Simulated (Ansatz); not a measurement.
Ideal-gas functions of `[SiH3][O][InH]` radical at 400 K and 1 bar, from an Ansatz frequency run at PBE0-D4/def2-TZVP.

Molar mass 162.94 g/mol, point group Cs (symmetry number 1), electronic degeneracy 2, moments of inertia 12.23, 323.884, 330.241 u Å². Harmonic wavenumbers (cm⁻¹, unscaled): 33, 87, 103, 401, 421, 722, 733, 955, 957, 989, 1000, 1550, 2174, 2197, 2204.

Use S(trans) = R[1.5 ln M + 2.5 ln T − 1.1517]; rotational temperatures θ = 24.2544 K / I; S(rot) = R[ln(√π/σ · √(T³/θAθBθC)) + 1.5]; for each mode x = 1.438777 ν̃/T, S = R[x/(eˣ − 1) − ln(1 − e⁻ˣ)] and H = RT x/(eˣ − 1); 1 cm⁻¹ = 0.0119627 kJ/mol; R = 8.31446 J/(mol·K).

Task: By hand: the entropy, in J/(mol·K).

Result: Translation 178.5. Rotation: θ = 1.9832, 0.0749, 0.0734 K, giving 110.7. Vibration, mode by mode: 26.04, 18.01, 16.62, 5.95, 5.62, 2.38, 2.31, 1.22, 1.22, 1.11, 1.07, 0.21, 0.03, 0.03, 0.03, in all 81.8. Electronic 5.8. Sum 376.8 J/(mol·K).

Task: By hand: H − E and G − E in kJ/mol, counted from the electronic energy.

Result: Zero-point energy ½ × 14526 × 0.0119627 = 86.9; thermal vibration 14.5; translation, rotation and pV give 4 RT = 13.3. H − E = 114.7 kJ/mol, and G − E = 114.7 − 400 × 376.8/1000 = -36.0 kJ/mol.

Vibration gives 22 % of the entropy, 60.7 J/(mol·K) of it from the modes under 150 cm⁻¹: soft modes count most, and the harmonic formula is weakest for them.
